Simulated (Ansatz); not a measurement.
Correlation energies of CH5ClGaNS (`C[NH][Ga]([SH])[Cl]`) by basis set

```xyz
10

C    -0.044   -0.845    1.176
N    -0.152    0.506    0.682
Ga   -0.008    1.091   -1.015
S     0.374   -0.164   -2.766
Cl   -0.233    3.193   -1.332
H     0.141   -1.536    0.350
H     0.785   -0.964    1.883
H    -0.962   -1.180    1.672
H    -0.328    1.195    1.396
H     0.428   -1.297   -2.045
```

The species carries charge 0 and has multiplicity 1. Correlated methods include outer-core shells of Ga, which these sets cover unevenly. Scalar relativity is left out up to krypton. The structure was optimised at the PBE0-D4/def2-TZVP level. It is one conformer, not always the lowest. Frozen core, restricted reference, Ansatz 0.2.0.

| basis | HF (Eh) | MP2 corr. | CCSD corr. | (T) | CCSD(T) total |
| --- | --- | --- | --- | --- | --- |
| def2-SVP | -2875.03745 | -0.78453 | -0.82504 | -0.02427 | -2875.88676 |
| def2-TZVPP | -2875.69095 | -0.97399 | -1.01776 | -0.04394 | -2876.75265 |
| def2-QZVPP | -2875.75955 | -1.28329 | – | – | – |
